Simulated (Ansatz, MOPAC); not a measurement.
Molecule: BeO, net charge 0, singlet state. SMILES: [Be]=[O]
Structure (B3LYP-D3(BJ)/def2-TZVP (Ansatz, a program for electronic structure) minimum search):
```xyz
2

Be     0.0000     0.0000    -0.8844
O      0.0000     0.0000     0.4422
```

Quantity: enthalpy of formation at 298 K, in kcal/mol. Terms: 6-311+G** with 5d; LANL2DZ all-electron up to Ne; frozen cores in correlated levels; PM7 with its own dispersion and hydrogen-bond terms; open shells spin-unrestricted; non-relativistic; no spin-orbit coupling. First-principles rows: single points at B3LYP-D3(BJ) geometries (Ansatz), with unscaled harmonic terms from B3LYP/6-31G* at its own minima, enthalpies of formation by atomisation with measured atoms. Semi-empirical rows: MOPAC heats of formation at their own minima for 298 K. The Hartree-Fock reference of Be atom is unstable towards a lower, spin-broken solution.

```json
[
 {"level": "PM7", "program": "MOPAC", "enthalpy of formation at 298 K (kcal/mol)": "16.2"},
 {"level": "PBE/3-21G", "program": "Ansatz", "enthalpy of formation at 298 K (kcal/mol)": "21.6"},
 {"level": "PBE/def2-SVP", "program": "Ansatz", "enthalpy of formation at 298 K (kcal/mol)": "22.2"},
 {"level": "PBE/6-311+G**", "program": "Ansatz", "enthalpy of formation at 298 K (kcal/mol)": "19.2"},
 {"level": "B3LYP/LANL2DZ", "program": "Ansatz", "enthalpy of formation at 298 K (kcal/mol)": "48.2"},
 {"level": "PBE0/6-311+G**", "program": "Ansatz", "enthalpy of formation at 298 K (kcal/mol)": "34.4"},
 {"level": "MP2/STO-3G", "program": "Ansatz", "enthalpy of formation at 298 K (kcal/mol)": "51.4"},
 {"level": "MP2/3-21G", "program": "Ansatz", "enthalpy of formation at 298 K (kcal/mol)": "47.7"},
 {"level": "MP2/LANL2DZ", "program": "Ansatz", "enthalpy of formation at 298 K (kcal/mol)": "56.1"},
 {"level": "PBE/def2-TZVPD", "program": "Ansatz", "enthalpy of formation at 298 K (kcal/mol)": "19.7"},
 {"level": "B3LYP/def2-TZVPD", "program": "Ansatz", "enthalpy of formation at 298 K (kcal/mol)": "30.2"},
 {"level": "wB97M-V/def2-TZVPD", "program": "Ansatz", "enthalpy of formation at 298 K (kcal/mol)": "32.7"}
]
```

No value to compare with is used here. The 9 habitual levels span 16.2 (PM7) to 56.1 kcal/mol (MP2/LANL2DZ); B3LYP/def2-TZVPD gives 30.2.

The levels are drawn from those run, B3LYP/6-31G* more often than the rest, none by its result; runs whose electronic state is in doubt are left out.
